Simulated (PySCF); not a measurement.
Mo(OH)2(H)4 (H6MoO2), SMILES [OH][MoH4][OH], multiplicity 1. Atoms are numbered in the order given.

```xyz
9

Mo     0.0000     0.0000    -0.1241
O      1.7325     0.0000     0.6112
H      2.6269     0.0000     0.2450
O     -1.7325     0.0000     0.6112
H     -2.6269     0.0000     0.2450
H     -0.8592     0.0000    -1.5388
H      0.0000    -1.4150    -0.9898
H      0.0000     1.4150    -0.9898
H      0.8592     0.0000    -1.5388
```

Geometry: r2SCAN-D4/def2-SVP. A frequency run showed that this geometry is not a minimum. The multiplicity is an assumed one; other spin states were not compared. The def2 effective core potentials stand for the cores of Mo; spin–orbit coupling is left out. The values are those of a single conformer.

Computed with PySCF with PBE0/def2-TZVPD.

Mulliken values depend strongly on the basis, most of all with diffuse functions as here. ESP charges are fitted to the potential on shells at 1.4 to 2.0 van der Waals radii. Atomic charges (e):

```
atom  ESP fit  Mulliken
----  -------  --------
Mo1       ___     -0.07
O2        ___     -0.84
H3        ___      0.29
O4        ___     -0.84
H5        ___      0.29
H6        ___      0.30
H7        ___      0.27
H8        ___      0.27
H9        ___      0.30
```

### Question
Complete the blanks. (Estimate from the structure and the level; the computed values follow.)

### Answer

- Mo1, ESP fit: 1.10
- O2, ESP fit: -0.60
- H3, ESP fit: 0.36
- O4, ESP fit: -0.60
- H5, ESP fit: 0.36
- H6, ESP fit: -0.14
- H7, ESP fit: -0.17
- H8, ESP fit: -0.17
- H9, ESP fit: -0.14
